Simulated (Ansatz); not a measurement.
Species: CH₅OSi, net charge -1, singlet state. It need not be the lowest isomer of its formula. Whether it binds its extra electron was not tested at this geometry. 
Geometry from a B3LYP-D3(BJ)/def2-TZVP (Ansatz, a program for electronic structure) optimisation:
SMILES: CO[SiH2-]
```xyz
8

Si     1.1535     0.2186     0.1087
O     -0.3216    -0.5397    -0.4588
C     -1.5585    -0.1145     0.0150
H      0.8258     0.2175     1.6362
H      0.7003     1.7074    -0.0284
H     -1.7426     0.9502    -0.2063
H     -1.6435    -0.2270     1.1089
H     -2.3657    -0.7036    -0.4514
```
Charge -1, spin multiplicity 1.

Basis-set convergence of Hartree-Fock and MP2 correlation energies (hartree) with Ansatz. Correlated levels leave the core frozen unless marked. Spin-orbit coupling is left out. Non-relativistic. This anion needs diffuse functions, which these sets lack.

| basis | functions | E(HF) | E(corr, MP2) |
|---|---|---|---|
| cc-pV(D+d)Z | 76 | -404.55813 | -0.44036 |
| cc-pV(T+d)Z | 169 | -404.61377 | -0.55656 |
| cc-pV(Q+d)Z | 324 | -404.62948 | -0.59794 |
| cc-pV(5+d)Z | 557 | … | … |

Task: Complete the blanks.

Result: 
- cc-pV(5+d)Z, E(HF): -404.63304
- cc-pV(5+d)Z, E(corr, MP2): -0.61467
